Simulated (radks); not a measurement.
Neutral lutetium, configuration [Xe] 4f14 5d1 6s1 7s1 (not the ground configuration). All-electron calculation, scalar-relativistic Kohn-Sham, BLYP, spin-polarised, spherical densities, finite nucleus; open shells are filled with parallel spins first (spin-orbit coupling, left out, can overturn this in heavy ions); Fermi nuclear charge, rms radius 5.37 fm. Program: a radial shooting solver on a logarithmic mesh with Libxc functionals.

Unscreened Slater integrals over Kohn-Sham orbitals (eV). They are taken over the spin-up orbitals.

integral,value
"F0(7s,7s)",2.6730
"F0(7s,5d)",3.4099
"G2(7s,5d)",0.18284
"F0(7s,6s)",3.3352
"G0(7s,6s)",0.15036
"F0(7s,4f)",3.5612
"G3(7s,4f)",0.034659
"F0(5d,5d)",9.7798
"F2(5d,5d)",4.8108
"F4(5d,5d)",3.0784
"F0(5d,6s)",8.1338
"G2(5d,6s)",2.9523
"F0(5d,4f)",13.080
"F2(5d,4f)",2.6463
"F4(5d,4f)",1.2181
"G1(5d,4f)",1.2632
"G3(5d,4f)",0.96150
"G5(5d,4f)",0.71660
"F0(6s,6s)",7.3325
"F0(6s,4f)",9.5851
"G3(6s,4f)",0.32277
"F0(4f,4f)",35.251
"F2(4f,4f)",16.467
"F4(4f,4f)",10.279
"F6(4f,4f)",7.3804

Derived for the open shells (J is the average intra-shell exchange parameter used in DFT+U). 5d: Racah B = F2/49 - 5 F4/441 = 0.06328 eV, C = 35 F4/441 = 0.2443 eV, C/B = 3.86, F4/F2 = 0.640, J = (F2 + F4)/14 = 0.5635 eV.
